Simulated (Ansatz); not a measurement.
Gas-phase electronic energies from Ansatz, PBE0-D4/def2-TZVP geometries. CCSD(T)/CBS is the MP2 limit (def2-TZVPP, def2-QZVPP) plus CCSD(T) − MP2 in def2-TZVPP, frozen cores. This one scheme is used for every species. Functionals use def2-TZVPP. HSE06 is defined as in plane-wave codes.

`F[SiH](F)Cl` + H–F → `F[SiH](F)F` + HCl  (ligand exchange at the Si–Cl bond)

`F[SiH](F)Cl`:

Z-matrix (Å, degrees):
```
Si
F 1 1.577
Cl 1 2.018 2 109.0
F 1 1.577 2 107.6 3 118.1
H 1 1.465 2 109.8 3 -122.4
```

H–F:

```xyz
2

F     0.176    0.106    0.412
H    -0.176   -0.106   -0.412
```

`F[SiH](F)F`:

```xyz
5

F     1.348   -0.771   -0.143
Si    0.001    0.033   -0.024
F    -0.199    0.439    1.483
F    -1.180   -0.920   -0.438
H     0.030    1.219   -0.878
```

HCl:

Z-matrix (Å, degrees):
```
Cl
H 1 1.279
```

Problem. Is it downhill or uphill in electronic energy at CCSD(T)/CBS, and by how much? (Estimate.)

Solution. The calculation gave: Downhill: ΔE = -53.5 kJ/mol.

Problem. What do these levels give: BLYP-D4, r2SCAN-D4, HSE06-D4, ωB97X-V, HSE06, MP2/def2-TZVPP? (An estimate is asked.)

Solution. The calculation gave: BLYP-D4 -54.0, r2SCAN-D4 -54.4, HSE06-D4 -46.2, ωB97X-V -54.2, HSE06 -48.6, MP2/def2-TZVPP -53.5 kJ/mol.

Largest T1 diagnostic among the species: 0.012.

From BLYP to BHLYP (50 % exact exchange), in def2-TZVPP and without D4, ΔE moves by −3.1 kJ/mol. In def2-TZVPP, CCSD(T) changes the Hartree–Fock value by +10.4 kJ/mol (the triples alone add +2.4 kJ/mol) and MP2 by +15.0 kJ/mol. Leaving LDA and LC-ωPBE aside and taking each functional with its dispersion term where it has one, the values, not all of them listed here, spread over 18.6 kJ/mol, from CAM-B3LYP-D4 to revPBE-D4.
